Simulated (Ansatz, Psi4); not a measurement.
Psi4 was given this input:
```
memory 2 GB

molecule mol {
0 1
C    -0.023980   -0.009884    0.852919
C     0.014152   -0.642536   -0.506755
C     0.013921    0.654107   -0.491735
H     0.865702   -0.016920    1.474061
H    -0.947157   -0.016654    1.423095
H     0.028731   -1.565950   -1.030141
H     0.028167    1.589403   -0.993590
}

set {
  basis cc-pvdz
  reference rks
  scf_type pk
  puream true
  d_convergence 1e-8
  dft_radial_points 99
  dft_spherical_points 590
}

energy('wb97x')
print_variables()
```

**Question.** Convert this to an input for Ansatz (an electronic-structure program).

**Answer.** One answer among several that fit: 
Ansatz 0.2 input:
```yaml
crystal:
  periodic: [false, false, false]
  atoms:
    - {symbol: C, position_ang: [-0.02398035, -0.00988421, 0.85291858]}
    - {symbol: C, position_ang: [0.01415246, -0.64253561, -0.50675464]}
    - {symbol: C, position_ang: [0.01392072, 0.65410679, -0.49173477]}
    - {symbol: H, position_ang: [0.86570208, -0.01692030, 1.47406113]}
    - {symbol: H, position_ang: [-0.94715748, -0.01665393, 1.42309451]}
    - {symbol: H, position_ang: [0.02873121, -1.56595013, -1.03014057]}
    - {symbol: H, position_ang: [0.02816727, 1.58940251, -0.99359004]}
basis:
  gaussian:
    orbitals: cc-pVDZ
hamiltonian:
  xc: {name: wB97X}
accuracy: high
```

Both were run: Psi4 gave -116.591575 Eh and Ansatz -116.591575 Eh, 0.000 mEh apart.
